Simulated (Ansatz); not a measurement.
The molecule SiS+, multiplicity 2 (lowest of 2S+1 = 2, 4 at CCSD(T)/def2-TZVPP on PBE0 minima; our sources give no spin for the ground state, which may be another).

The constants come from a fifth-degree fit in 1/R (seven points, main isotopes). Runs in def2 and cc sets follow the lowest solution found near the PBE0 minimum.

Cores are frozen in the correlated methods. CBS: X⁻³ extrapolation of the correlation energy, Hartree–Fock from the larger set.

Programs: Ansatz (Gaussian orbitals). Each number belongs to the level named beside it.

Task: What bond length and harmonic frequency does CCSD(T)/aug-cc-pV(T+d)Z give?

Result: r_e = 2.082 Å, ω_e = 590 cm⁻¹.

Task: What bond length and harmonic frequency does CCSD(T)/def2-QZVPP give?

Result: r_e = 2.071 Å, ω_e = 599 cm⁻¹.

Task: What bond length and harmonic frequency does CCSD(T)/CBS(aug-cc-pV(T+d)Z, aug-cc-pV(Q+d)Z) give?

Result: r_e = 2.068 Å, ω_e = 603 cm⁻¹.

Ansatz is an electronic-structure program.
